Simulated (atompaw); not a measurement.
# lanthanum: variants of one PAW (atompaw) potential

Base potential:

- Element: La (Z = 57)
- Generator: atompaw 4.2.0.5
- Type: PAW
- Functional: PBEsol
- Relativity: scalar-relativistic
- Frozen core: [Kr] 4d10
- Valence charge: 11
- Reference configuration: 4f0 5s2 5p6 5d1 6s2 6p0
- Partial waves: 5s (bound): rc 2.90 bohr; 6s (bound): rc 3.00 bohr; 5p (bound): rc 2.60 bohr; 6p (bound, empty): rc 3.00 bohr; 5d (bound): rc 3.00 bohr; 5d channel at 0.4 Ry: rc 3.00 bohr; 4f (bound, empty): rc 1.15 bohr; 4f channel at 0.35 Ry: rc 1.15 bohr
- Local potential: bessel scheme, radius 2.00 bohr
- Core correction: smooth core density matched at 2.95 bohr
- Augmentation charge: besselshape compensation charge, radius 2.50 bohr; PAW radius 3.00 bohr; waves and projectors: custom polynom vanderbiltortho

All-electron outer shells of the reference configuration (PBEsol, scalar-relativistic, ld1.x):

```json
{"shell": "4p", "level (eV)": "-199.76", "outermost node (bohr)": "0.34", "outermost maximum (bohr)": "0.63"}
{"shell": "4d", "level (eV)": "-103.77", "outermost node (bohr)": "0.32", "outermost maximum (bohr)": "0.68"}
{"shell": "5s", "level (eV)": "-38.95", "outermost node (bohr)": "0.77", "outermost maximum (bohr)": "1.41"}
{"shell": "5p", "level (eV)": "-22.40", "outermost node (bohr)": "0.83", "outermost maximum (bohr)": "1.58"}
{"shell": "4f", "level (eV)": "-4.39", "outermost node (bohr)": "–", "outermost maximum (bohr)": "0.75"}
{"shell": "6s", "level (eV)": "-3.70", "outermost node (bohr)": "1.86", "outermost maximum (bohr)": "3.79"}
{"shell": "5d", "level (eV)": "-3.10", "outermost node (bohr)": "0.95", "outermost maximum (bohr)": "2.21"}
{"shell": "6p", "level (eV)": "-1.34", "outermost node (bohr)": "2.21", "outermost maximum (bohr)": "4.93"}
```

Cutoffs, loose and tight: the cutoffs (Ry, on a coarse ladder) from which the occupation-weighted sum of valence levels, in a spherical-Bessel basis at the reference potential, stays within 10 and 1 mRy of its value at 400 Ry. They see the waves, projectors and local potential, not the compensation charge or the core. A dash means not determined.

For the base: The cutoffs count occupied waves only; the empty 4f level needs 90 Ry at the loose tolerance.

| change | outcome | cutoff, loose | cutoff, tight | bound ghosts |
| --- | --- | --- | --- | --- |
| base | generated | 12 Ry | 21 Ry | none |
| all radii scaled by about 0.78 (s 2.26, p 2.02, d 2.34, f 0.90 bohr); local potential bessel scheme, radius 1.56 bohr; augmentation besselshape compensation charge, radius 1.94 bohr; PAW radius 2.34 bohr; waves and projectors: custom polynom vanderbiltortho; core correction smooth core density matched at 2.30 bohr | generated, no UPF (negative core plus compensation charge) | 12 Ry | 21 Ry | none |
| all radii scaled by about 0.90 (s 2.60, p 2.32, d 2.68, f 1.04 bohr); local potential bessel scheme, radius 1.80 bohr; augmentation besselshape compensation charge, radius 2.24 bohr; PAW radius 2.68 bohr; waves and projectors: custom polynom vanderbiltortho; core correction smooth core density matched at 2.64 bohr | generated | 12 Ry | 21 Ry | none |
| all radii scaled by about 0.97 (s 2.80, p 2.52, d 2.90, f 1.12 bohr); local potential bessel scheme, radius 1.94 bohr; augmentation besselshape compensation charge, radius 2.42 bohr; PAW radius 2.90 bohr; waves and projectors: custom polynom vanderbiltortho; core correction smooth core density matched at 2.86 bohr | generated | 12 Ry | 21 Ry | none |
| all radii scaled by about 1.10 (s 3.18, p 2.86, d 3.30, f 1.26 bohr); local potential bessel scheme, radius 2.20 bohr; augmentation besselshape compensation charge, radius 2.74 bohr; PAW radius 3.30 bohr; waves and projectors: custom polynom vanderbiltortho; core correction smooth core density matched at 3.24 bohr | generated | 10 Ry | 18 Ry | none |
| all radii scaled by about 1.15 (s 3.34, p 2.98, d 3.44, f 1.32 bohr); local potential bessel scheme, radius 2.30 bohr; augmentation besselshape compensation charge, radius 2.88 bohr; PAW radius 3.44 bohr; waves and projectors: custom polynom vanderbiltortho; core correction smooth core density matched at 3.38 bohr | generated | 10 Ry | 15 Ry | none |

Question: What comes out with this change to the base: all radii scaled by about 1.25 (s 3.62, p 3.24, d 3.74, f 1.44 bohr); local potential bessel scheme, radius 2.50 bohr; augmentation besselshape compensation charge, radius 3.12 bohr; PAW radius 3.74 bohr; waves and projectors: custom polynom vanderbiltortho; core correction smooth core density matched at 3.68 bohr?

Answer: outcome: generated; cutoff, loose: 8 Ry; cutoff, tight: 15 Ry; bound ghosts: none.

Reading the sweep of the scale of all radii (base = 1) (base included, trends over the rows without a ghost): The loose cutoff falls from 12 Ry at 0.78 to 8 Ry at 1.25. A larger radius leaves more room for a smooth pseudo-wave, so fewer plane waves are needed; a smaller one forces it to follow the all-electron wave where it bends sharply.
